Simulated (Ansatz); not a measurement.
Two isomers of C3H7FGe: A = `C=C[CH2][GeH2][F]`, B = `C[C]1(F)[CH2][GeH2]1`.

Calculated with Ansatz (gas phase, PBE0-D4/def2-TZVP geometries, no zero-point term in ΔE). CBS: MP2 limit from def2 TZ/QZ plus the TZ coupled-cluster correction, frozen cores. Functionals use def2-TZVPP. B3LYP here is the variant with VWN-RPA as its local correlation; programs differ in this. For Ge outer-core shells are correlated without core-valence functions, which leaves a few kJ/mol of doubt a bond. Scalar relativity is left out up to krypton. Each species was taken in one conformer, which may not be the lowest.

Task: Which is lower in electronic energy at CCSD(T)/CBS, and by how much? (An estimate is asked.)

Result: The calculation gave: A, by 44.4 kcal/mol.

Task: Give E(B) − E(A) in kcal/mol with MP2/def2-TZVPP, B3LYP, HF/def2-TZVPP, BLYP-D4, B3LYP-D4, LDA (SPW92), B2PLYP. (Best estimate.)

Result: Computed: MP2/def2-TZVPP 45.3, B3LYP 46.7, HF/def2-TZVPP 56.0, BLYP-D4 46.0, B3LYP-D4 46.3, LDA (SPW92) 32.5, B2PLYP 46.8. None reverses the order clearly.

Task: Does the order hold for the free energy at 298.15 K (harmonic terms from PBE0-D4)? (An estimate is asked.)

Result: Computed: Yes: G(B) − G(A) = +45.5 kcal/mol, for one conformer each. Modes under 60 cm⁻¹, often nearly free rotors, make the harmonic entropy too high.

Largest T1 diagnostic: 0.011.

From PBE to PBE0 (25 % exact exchange), in def2-TZVPP and without D4, E(B) − E(A) moves by +1.2 kcal/mol. Leaving LDA and LC-ωPBE aside and taking each functional with its dispersion term where it has one, the values, not all of them listed here, spread over 9.0 kcal/mol, from PBE-D4 to BHLYP-D4. LDA lies −7.2 kcal/mol from PBE without D4.
